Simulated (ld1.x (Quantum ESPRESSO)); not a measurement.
## An all-electron radial function and its pseudo partner (Si)

Columns: radius, all-electron u(r) and pseudo u(r) of the 3p shell (level -4.07 eV) of silicon in the configuration [Ne] 3s2 3p2; PBEsol, non-relativistic, RRKJ scheme, ld1.x (Quantum ESPRESSO) 7.5.

```csv
r (bohr),all-electron,pseudo
0.080,0.0737,-0.0030
0.160,0.1762,-0.0118
0.240,0.2406,-0.0260
0.320,0.2596,-0.0449
0.400,0.2417,-0.0676
0.480,0.1981,-0.0934
0.560,0.1386,-0.1215
0.640,0.0703,-0.1515
0.720,-0.0016,-0.1829
0.800,-0.0735,-0.2155
0.880,-0.1431,-0.2494
0.960,-0.2088,-0.2844
1.040,-0.2698,-0.3203
1.120,-0.3256,-0.3570
1.200,-0.3761,-0.3937
1.280,-0.4213,-0.4300
1.360,-0.4614,-0.4648
1.440,-0.4964,-0.4972
1.520,-0.5264,-0.5265
1.600,-0.5517,-0.5517
1.680,-0.5727,-0.5727
1.760,-0.5895,-0.5895
1.840,-0.6026,-0.6026
1.920,-0.6122,-0.6122
2.000,-0.6188,-0.6188
2.080,-0.6224,-0.6224
```

Problem. How many radial nodes do the two functions have?

Solution. The all-electron 3p function has n − l − 1 = 1; the pseudo-wave has 0, since the states of the same l below it are removed with the core.

Problem. At about which radius was the pseudo-wave matched?

Solution. 1.60 bohr, where the columns begin to agree (steps of 0.08 bohr).

Problem. Is the pseudo-wave norm-conserving?

Solution. Yes: the RRKJ scheme keeps the norm inside the radius equal to the all-electron one, which fixes the energy derivative of the logarithmic derivative at the level.
